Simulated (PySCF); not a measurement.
A species of formula C9H13N has this rotational fingerprint, computed with PySCF 2.14.0, PBE0-D3(BJ)/def2-SVP geometry optimisation, gas phase:

* Rotational constants: A = 1817, B = 819.0, C = 630.1 MHz
* Dipole components: |μa| = 0.60 D, |μb| = 1.56 D, |μc| = 1.06 D
* Inertial defect: -93.11 u·Å²
* κ: -0.68

Question: Which candidate fits, each taken in the one conformer that was computed?
A. `[CH3:1][CH:2]([CH3:3])[c:4]1[cH:5][cH:6][c:7]([NH2:8])[cH:9][cH:10]1` with C1–C2–C4–C5 -117°
B. `[H]/[N:10]=[C:8](\[CH2:7][C:2](=[CH2:1])[CH2:3][C:4]#[C:5][CH3:6])[CH3:9]` with C1–C2–C3–C4 129°, C1–C2–C7–C8 119°, C2–C7–C8–C9 -78°
C. `c1(C)ccccc1N(C)C`
D. `Cc1ccc(N(C)C)cc1`
E. `[CH3:1][CH2:2][N:3]([CH3:4])[c:5]1[cH:6][cH:7][cH:8][cH:9][cH:10]1` with C1–C2–N3–C4 86°, C2–N3–C5–C6 172°

Answer: B. It is [H]/N=C(/C)CC(=C)CC#CC, an asymmetric top, point group C1. The candidates at the same level (rigid rotor, commonest isotopes):

| SMILES | A (MHz) | B (MHz) | C (MHz) | μa (D) | μb (D) | μc (D) | Δ (u·Å²) | point group | rotor |
| --- | --- | --- | --- | --- | --- | --- | --- | --- | --- |
| Cc1ccc(N(C)C)cc1 | 3443 | 789.8 | 650.8 | 1.71 | 0.04 | 0.11 | -10.16 | near Cs | near-prolate asymmetric top |
| CCN(C)c1ccccc1 | 2535 | 946.2 | 738.7 | 2.06 | 0.30 | 0.04 | -49.38 | C1 | asymmetric top |
| Cc1ccccc1N(C)C | 2103 | 1162 | 821.8 | 1.03 | 0.00 | 0.27 | -60.29 | C1 | asymmetric top |
| [H]/N=C(/C)CC(=C)CC#CC | 1817 | 819.0 | 630.1 | 0.60 | 1.56 | 1.06 | -93.11 | C1 | asymmetric top |
| CC(C)c1ccc(N)cc1 | 3303 | 731.8 | 688.2 | 1.43 | 0.13 | 0.91 | -109.28 | – | near-prolate asymmetric top |

`CCN(C)c1ccccc1` has A 39 % too high; `CC(C)c1ccc(N)cc1` has A 82 % too high; `Cc1ccc(N(C)C)cc1` has A 89 % too high; `Cc1ccccc1N(C)C` has B 42 % too high. No structure here is proved a minimum.
